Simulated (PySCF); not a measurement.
FH6NOSi2, SMILES O[Si@H](F)N[SiH3]. Heavy atoms are numbered as in [OH:1][Si@H:2]([F:3])[NH:4][SiH3:5]. Hydrogens are named by the atom that carries them.

Coordinates come from a PBE0-D3(BJ)/def2-SVP optimisation. The structure was generated by enumeration; whether it is a known compound was not checked. The values are those of a single conformer.

Level of theory: PBE/pcSseg-1 (PySCF).

GIAO shieldings, no solvent; atoms alike by connectivity are averaged. δ = σ(ref) − σ: ¹⁷O against H2O (σ = 334.3 ppm); ²⁹Si against TMS (σ = 335.4 ppm); ¹⁹F against CFCl3 (σ = 133.6 ppm); ¹⁵N against NH3 (σ = 267.0 ppm); ¹H against TMS (σ = 31.49 ppm), references at their B3LYP-D3(BJ)/def2-TZVP geometries, non-relativistic.

```csv
nucleus,atoms,count,δ (ppm)
¹⁷O,O1 (OH),1,66.9
²⁹Si,Si2 (SiH),1,-35.1
²⁹Si,Si5 (SiH3),1,-60.1
¹⁹F,F3,1,-167.3
¹⁵N,N4 (NH),1,42.2
¹H,H on Si2,1,5.11
¹H,H on Si5,3,5.05
¹H,H on O1,1,1.64
¹H,H on N4,1,0.68
```
